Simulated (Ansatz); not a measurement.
The cluster Li₈Sn, 9 atoms. Hardware: 4 threads of Arm Neoverse V1 on a shared host.

In the def2 sets Sn takes a core potential; there is no spin–orbit coupling. Correlated methods freeze 4 core orbitals; core or outer-core shells of Li, Sn are correlated, in sets that lack core-valence functions.

Problem. How many basis functions does each of these Ansatz runs have, and roughly what does it cost? RPA@PBE/def2-TZVP, charge 0 singlet, energy, from earlier orbitals; LC-ωPBE (ω = 0.30 bohr⁻¹)/def2-TZVP, charge -1 doublet at the geometry of the charge 0 singlet, energy, from earlier orbitals; PBE0-D4/def2-SVP, charge 0 singlet, frequencies; PBE0-D4/def2-TZVPD, charge -1 doublet at the geometry of the charge 0 singlet, energy, from earlier orbitals; LC-ωPBE (ω = 0.20 bohr⁻¹)/def2-TZVP, charge -1 doublet at the geometry of the charge 0 singlet, energy, from earlier orbitals; LC-ωPBE (ω = 0.20 bohr⁻¹)/def2-TZVP, charge 1 doublet at the geometry of the charge 0 singlet, energy, from earlier orbitals; r2SCANh-D4/def2-TZVP, charge 0 singlet, energy, from earlier orbitals; LC-ωPBE (ω = 0.10 bohr⁻¹)/def2-TZVP, charge 1 doublet at the geometry of the charge 0 singlet, energy, from earlier orbitals; PBE-D4/def2-TZVP, charge 0 singlet, energy, from earlier orbitals; CCSD(T)/def2-TZVPP, charge 0 singlet, energy, from earlier orbitals; MP2/def2-TZVP, charge 0 singlet, energy, from earlier orbitals; LC-ωPBE (ω = 0.20 bohr⁻¹)/def2-TZVP, charge 0 singlet, energy, from earlier orbitals.

Solution. Other jobs shared the machine, so times can vary by a factor of up to 3. A dash marks memory too small to be measured apart from the calling script's.

```
                                                                                                                          run  functions  fitting or Cholesky vectors  wall time  peak host memory (GiB)
                                                               MP2/def2-TZVP, charge 0 singlet, energy, from earlier orbitals        162                         1698      2.1 s                       –
                                                            PBE-D4/def2-TZVP, charge 0 singlet, energy, from earlier orbitals        162                         1420      2.1 s                       –
                                         LC-ωPBE (ω = 0.20 bohr⁻¹)/def2-TZVP, charge 0 singlet, energy, from earlier orbitals        162                         1420      2.5 s                       –
                                                        r2SCANh-D4/def2-TZVP, charge 0 singlet, energy, from earlier orbitals        162                         1435        5 s                       –
                                                           RPA@PBE/def2-TZVP, charge 0 singlet, energy, from earlier orbitals        162                         1698      5.5 s                       –
 LC-ωPBE (ω = 0.10 bohr⁻¹)/def2-TZVP, charge 1 doublet at the geometry of the charge 0 singlet, energy, from earlier orbitals        162                         1420        7 s                       –
 LC-ωPBE (ω = 0.20 bohr⁻¹)/def2-TZVP, charge 1 doublet at the geometry of the charge 0 singlet, energy, from earlier orbitals        162                         1420       11 s                       –
LC-ωPBE (ω = 0.20 bohr⁻¹)/def2-TZVP, charge -1 doublet at the geometry of the charge 0 singlet, energy, from earlier orbitals        162                         1420       19 s                       –
LC-ωPBE (ω = 0.30 bohr⁻¹)/def2-TZVP, charge -1 doublet at the geometry of the charge 0 singlet, energy, from earlier orbitals        162                         1420       20 s                    0.61
                 PBE0-D4/def2-TZVPD, charge -1 doublet at the geometry of the charge 0 singlet, energy, from earlier orbitals        192                         1808       28 s                       1
                                                                              PBE0-D4/def2-SVP, charge 0 singlet, frequencies         98                         1521       94 s                       –
                                                          CCSD(T)/def2-TZVPP, charge 0 singlet, energy, from earlier orbitals        202                         1666    2.4 min                     3.4
```
